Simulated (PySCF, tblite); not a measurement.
Isomers of C3H5Cl2NSi, one GFN2-xTB conformer each. Single-point energies are computed at PBE0/pcSseg-1 (PySCF, gas phase, no added dispersion term), electronic only.

```
                  SMILES  GFN2-xTB relative energy (kJ/mol)
       N#CC[SiH2]C(Cl)Cl                              188.3
[H]/N=C\C(=C)[SiH](Cl)Cl                                0.0
      N#CC[Si@@H](Cl)CCl                               68.9
```

Conformers: `[N:1]#[C:2][CH2:3][SiH2:4][CH:5]([Cl:6])[Cl:7]` with C2–C3–Si4–C5 -57°, C3–Si4–C5–Cl6 178°; `[H]/[N:4]=[CH:3]\[C:2](=[CH2:1])[SiH:5]([Cl:6])[Cl:7]` with C1–C2–C3–N4 178°, C1–C2–Si5–Cl6 5°; `[N:1]#[C:2][CH2:3][Si@@H:4]([Cl:5])[CH2:6][Cl:7]` with C2–C3–Si4–Cl5 -178°, C3–Si4–C6–Cl7 -55°.

Q: What does PBE0/pcSseg-1 give for the same structures?

A: 
```
                  SMILES  PBE0/pcSseg-1 E (Eh)  PBE0/pcSseg-1 (kJ/mol)  GFN2-xTB (kJ/mol)  point group
[H]/N=C\C(=C)[SiH](Cl)Cl           -1381.33547                     0.0                0.0           C1
      N#CC[Si@@H](Cl)CCl           -1381.32051                    39.3               68.9           C1
       N#CC[SiH2]C(Cl)Cl           -1381.25641                   207.6              188.3           C1
```

Both levels put the same isomer lowest; measured from each level's own lowest isomer, the values differ by up to 29.6 kJ/mol (N#CC[Si@@H](Cl)CCl: 68.9 against 39.3). As drawn, the lowest has a C=N bond, an N–H bond and a C=C bond outside aromatic rings, which the highest lacks; the highest has a C≡N group, which the lowest lacks.

Q: Which frontier levels, dipoles and rotational constants go with these structures?

A: 
| SMILES | HOMO (eV, PBE0/pcSseg-1) | LUMO (eV) | dipole (D) | A, B, C (MHz) |
| --- | --- | --- | --- | --- |
| [H]/N=C\C(=C)[SiH](Cl)Cl | -7.81 | -1.88 | 2.13 | 1843, 1177, 804.0 |
| N#CC[Si@@H](Cl)CCl | -8.57 | -0.36 | 2.82 | 1590, 1115, 754.8 |
| N#CC[SiH2]C(Cl)Cl | -8.48 | -0.57 | 3.53 | 2105, 858.5, 773.2 |

Q: What happens when harmonic zero-point energies from GFN2-xTB frequencies are added?

A: 
```json
{"SMILES": "[H]/N=C\\C(=C)[SiH](Cl)Cl", "ZPE (kJ/mol)": "194.2", "electronic (kJ/mol)": "0.0", "with ZPE (kJ/mol)": "0.0"}
{"SMILES": "N#CC[Si@@H](Cl)CCl", "ZPE (kJ/mol)": "191.9", "electronic (kJ/mol)": "39.3", "with ZPE (kJ/mol)": "37.0"}
{"SMILES": "N#CC[SiH2]C(Cl)Cl", "ZPE (kJ/mol)": "183.4", "electronic (kJ/mol)": "207.6", "with ZPE (kJ/mol)": "196.7"}
```

The zero-point energies span 10.8 kJ/mol. The order is unchanged.
